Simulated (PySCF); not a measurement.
Identify the unknown among the candidates.

All candidates are C6H7F.

| technique | computed result |
| --- | --- |
| Rotational structure | rotational constants A, B, C: 8.664, 1.191, 1.047 GHz [GFN2-xTB] |
| Triplet | lowest triplet excitation (Tamm–Dancoff): 2.55 eV [TDA B3LYP/def2-SVPD] |
| 1H NMR | chemical shifts (computed TMS as zero) by class: 6.84 (1 H), 6.64 (1 H), 6.05 (1 H), 5.75 (1 H), 5.63 (1 H), 5.06 (1 H), 4.67 (1 H) ppm [GIAO PBE0/pcSseg-1] |
| NMR, other nuclei | isotropic shieldings of nuclei other than C and H, by class: 287 (1 F) ppm [GIAO PBE0/pcSseg-1] |
| UV, first state | lowest singlet excitation: 4.74 eV (262 nm, f = 1.031) [TDDFT B3LYP/def2-SVPD] |
| 13C NMR | chemical shifts (computed TMS as zero) by class: 173.6 (1 C), 144.3 (1 C), 140.6 (1 C), 130.9 (1 C), 129.3 (1 C), 101.2 (1 C) ppm [GIAO PBE0/pcSseg-1] |

The electronic properties come from PySCF, for the isolated species, density fitting. Levels stand in brackets. The structure is a single GFN2-xTB conformer in the gas phase; no vibrational or solvent corrections. NMR classes are plain means over equivalent atoms (diastereotopic ones count apart unless rotation or inversion swaps them), as if these changed places fast.

Question: Which candidate is it?
A. `C=CCC1=C(F)C1`
B. `FC1=CCC=CC1`
C. `C=C/C=C/C(=C)F`

Answer: C. It is `C=C/C=C/C(=C)F`. Numbering: `[CH2:1]=[CH:2]/[CH:3]=[CH:4]/[C:5](=[CH2:6])[F:7]`. Its formula, C6H7F, gives 3 degrees of unsaturation: 0 rings and 3 π bonds in the structure found. 6 carbons fall into 6 classes; from least to most shielded: vinylic C–F carbon [C5] (173.6 ppm), alkene CH carbon [C2] (144.3 ppm), alkene CH carbon [C3] (140.6 ppm), alkene CH carbon [C4] (130.9 ppm), terminal =CH2 carbon [C1] (129.3 ppm), terminal =CH2 carbon [C6] (101.2 ppm). Hydrogen classes from least to most shielded: 1 H on an alkene CH carbon, C3 (6.84 ppm), 1 H on an alkene CH carbon, C2 (6.64 ppm), 1 H on an alkene CH carbon, C4 (6.05 ppm), 1 H on a terminal =CH2 carbon, C1 (5.75 ppm), 1 H on a terminal =CH2 carbon, C1 (5.63 ppm), 1 H on a terminal =CH2 carbon, C6 (5.06 ppm), 1 H on a terminal =CH2 carbon, C6 (4.67 ppm). The other shieldings belong to: 287 ppm, vinyl fluorine [F7]. S1 is mainly HOMO→LUMO (weight 0.98); the largest Löwdin shares of the orbital it empties are 0.20 on a terminal =CH2 carbon, 0.17 on a terminal =CH2 carbon and 0.15 on each of 2 atoms of one kind (alkene CH carbon), of the orbital it fills 0.19 on a terminal =CH2 carbon, 0.16 on a terminal =CH2 carbon and 0.16 on each of 2 atoms of one kind (alkene CH carbon). The optimised geometry has point group Cs and is an asymmetric top.

The others, at the same levels:
- `FC1=CCC=CC1` fails: its computed 13C shifts are 167.8 (1 C), 131.8 (1 C), 129.9 (1 C), 106.2 (1 C), 31.4 (1 C), 31.0 (1 C) ppm, 1H shifts are 5.94 (1 H), 5.90 (1 H), 5.44 (1 H), 3.08 (2 H), 3.02 (2 H) ppm and rotational constant A is 4.981 GHz (against 8.664 GHz).
- `C=CCC1=C(F)C1` fails: its computed 13C shifts are 151.9 (1 C), 141.9 (1 C), 123.4 (1 C), 83.5 (1 C), 33.9 (1 C), 23.4 (1 C) ppm, 1H shifts are 5.92 (1 H), 5.49 (1 H), 5.35 (1 H), 3.16 (2 H), 1.89 (2 H) ppm and rotational constant A is 6.238 GHz (against 8.664 GHz).

Each candidate is one conformer, not necessarily the lowest. The conformers computed, where there is a choice (atom-mapped SMILES and torsion angles):
- `[CH2:1]=[CH:2]/[CH:3]=[CH:4]/[C:5](=[CH2:6])[F:7]`: C1–C2–C3–C4 180°, C3–C4–C5–C6 180°
- `[CH2:1]=[CH:2][CH2:3][C:4]1=[C:5]([F:6])[CH2:7]1`: C1–C2–C3–C4 -116°, C2–C3–C4–C5 -86°
